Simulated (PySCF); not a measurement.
C₂H₇FOSi₂, SMILES C[Si@H](F)C(=O)[SiH3].

Coordinates come from a B3LYP-D3(BJ)/def2-SVP optimisation. The structure was generated by enumeration; whether it is a known compound was not checked. The values are those of a single conformer.

The numbers are results of PBE/def2-TZVP (PySCF), not measurements.

Gas-phase values at a fixed geometry.

| Item | Result |
|---|---|
| total energy | -834.06001 hartree |
| highest occupied level | -5.22 eV |
| lowest empty level | -3.19 eV |
| orbital gap | 2.03 eV |
| dipole moment | 1.14 D |
| quadrupole, principal values (traceless, Buckingham form, about the centre of nuclear charge) | -11.34, 2.98, 8.36 D·Å |
| mean static polarisability | 84.4 bohr³ (12.50 Å³) |
| polarisability, principal values | 70.2, 76.8, 106.1 bohr³ |
